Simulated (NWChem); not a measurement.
tert-butylthiol (C$_{4}$H$_{10}$S); SMILES CC(C)(C)S

```xyz
15

C      0.7120     0.8456     1.2633
C     -0.0020     0.3443     0.0000
C      0.7120     0.8456    -1.2633
C     -1.4717     0.7942     0.0000
S     -0.0605    -1.5270     0.0000
H      0.7118     1.9439     1.2840
H      0.2154     0.4836     2.1687
H      1.7558     0.5125     1.2908
H      0.2154     0.4836    -2.1687
H      0.7118     1.9439    -1.2840
H      1.7558     0.5125    -1.2908
H     -2.0002     0.4318    -0.8883
H     -2.0002     0.4318     0.8883
H     -1.5206     1.8900     0.0000
H      1.2760    -1.7275     0.0000
```
Atoms are numbered in this order, from 1.

Level: B3LYP/6-31G* (spherical d) (NWChem), optimised geometry, unscaled harmonic frequencies. 

List the harmonic frequencies with IR intensities, and the thermochemistry.


| frequency (cm⁻¹) | IR intensity (km/mol) |
|---|---|
| 204 | 13.1 |
| 252 | 5.7 |
| 281 | 0.0 |
| 282 | 0.9 |
| 297 | 0.3 |
| 300 | 2.4 |
| 364 | 0.6 |
| 394 | 1.0 |
| 400 | 0.4 |
| 578 | 6.7 |
| 822 | 2.1 |
| 877 | 4.3 |
| 942 | 0.3 |
| 951 | 1.0 |
| 982 | 0.0 |
| 1061 | 0.0 |
| 1074 | 1.8 |
| 1209 | 46.3 |
| 1256 | 4.9 |
| 1269 | 1.1 |
| 1430 | 7.3 |
| 1430 | 6.0 |
| 1459 | 0.4 |
| 1507 | 0.0 |
| 1514 | 0.5 |
| 1517 | 0.3 |
| 1530 | 7.8 |
| 1532 | 6.7 |
| 1544 | 6.4 |
| 2668 | 26.1 |
| 3035 | 16.8 |
| 3040 | 35.4 |
| 3051 | 25.0 |
| 3099 | 1.6 |
| 3105 | 42.6 |
| 3115 | 29.8 |
| 3127 | 6.6 |
| 3133 | 28.5 |
| 3134 | 27.5 |

zero-point energy: 82.5 kcal/mol
thermal correction to the enthalpy at 298.15 K (with zero-point energy): 87.6 kcal/mol
heat capacity Cv: 26.2 cal/(mol K)
entropy at 298.15 K and 1 atm (symmetry number 1): 80.2 cal/(mol K)
dipole moment: 1.84 D

Rigid rotor and harmonic oscillator.
